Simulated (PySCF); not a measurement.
## Rh³³⁺: ionisation energy

Rh³³⁺ [Ne] 3s2 (1S) → Rh³⁴⁺ [Ne] 3s1 (2S), as a difference of total energies. Computed with PySCF 2.14 in an uncontracted even-tempered set (18 s from 5.3 bohr⁻², ratio 2.5; 12 p from 6.9 bohr⁻², ratio 2.5; 4 d from 26 bohr⁻², ratio 2.7; 4 f from 39 bohr⁻², ratio 2.7), with scalar relativity by spin-free X2C-1e. Correlated levels: outer shells: 1s2 frozen; virtual orbitals above 40 to 60 times the deepest correlated orbital energy dropped. The calculations carry no spin-orbit coupling.

```json
{"method": "UHF", "ionisation energy (eV)": "2056.4"}
{"method": "MP2 (outer shells)", "ionisation energy (eV)": "2059.7"}
{"method": "SCS-MP2 (outer shells)", "ionisation energy (eV)": "2060.0"}
{"method": "CCSD (outer shells)", "ionisation energy (eV)": "2060.4"}
{"method": "CCSD(T) (outer shells)", "ionisation energy (eV)": "2060.4"}
```

How much does correlation contribute at CCSD(T) (outer shells)?

2060.4 − (2056.4) = 4.0 eV, measured against UHF.

Breit and QED terms and the two-electron picture change are absent.

For comparison: 2063 ± 3 eV (semi-empirical (NIST evaluation); NIST Atomic Spectra Database, ionization energies).
